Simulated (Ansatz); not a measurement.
Geometry optimisation, UKS r2SCAN-D4/def2-mTZVP (Ansatz 0.2.0).

The input (input.yaml):

```yaml
crystal:
  periodic: [false, false, false]
  atoms:
    - { symbol: H, position_ang: [-0.6183, -0.722, -0.7307] }
    - { symbol: O, position_ang: [0.3022, -0.8189, 0.1458] }
    - { symbol: Si, position_ang: [0.9164, 0.3896, 0.9505] }
    - { symbol: C, position_ang: [-1.63, -0.531, -1.6664] }
    - { symbol: "N", position_ang: [-2.4644, -0.339, -2.4178] }
    - { symbol: H, position_ang: [-0.024, 1.075, 1.8411] }
    - { symbol: H, position_ang: [1.6429, 1.363, 0.1301] }
    - { symbol: H, position_ang: [1.8752, -0.4167, 1.7475] }
magnetization:
  spin_polarized: true
  initial_magnetization: 1
basis:
  gaussian: { orbitals: def2-mTZVP }
hamiltonian:
  xc: r2scan
  dispersion: d4
relax:
  f_tol: 0.15
  max_steps: 25
  restrain:
    - { distance: [0, 3], at: 1.07, k: 30.0 }
    - { distance: [1, 0], at: 2.27, k: 30.0 }
```

Launched with:

```bash
$ ansatz run input.yaml --threads 4 --pin off --max-ram 5120MiB --backend cpu --events-out ev --progress --plain --runs-dir out
```

Where does it end, and by what steps?

It converged. The restraints hold the end off the free minimum; the threshold counts their pulls, which the force column leaves out. Restrained pairs: H1–C4 (1.39 → 1.07 Å), H1–O2 (1.27 → 2.26 Å). The force dipped under the threshold on the way, but the program's further checks kept it going. After 9 steps the energy has fallen by 0.799 eV (the restraints' own energy left out); H1 moved furthest, 0.91 Å.

```csv
step,energy less start (eV),largest force component (eV/Å),accepted
0,0.0000,3.390,yes
1,-0.4056,2.109,yes
2,-0.3480,2.766,yes
3,-0.5865,0.739,yes
4,-0.7124,0.425,yes
5,-0.7832,0.086,yes
6,-0.7916,0.148,yes
7,-0.7955,0.063,yes
8,-0.7926,0.367,no
9,-0.7985,0.074,yes
```

```xyz
8
Properties=species:S:1:pos:R:3
H -1.133 -1.192 -1.317
O 0.401 -0.701 0.276
Si 1.126 0.494 1.172
C -1.871 -0.721 -1.932
N -2.662 -0.198 -2.589
H 0.179 1.179 2.090
H 1.867 1.476 0.337
H 2.093 -0.338 1.963
```

Run time: 75 s on 4 threads of Arm Neoverse N1 (shared host), peak memory 0.25 GiB.
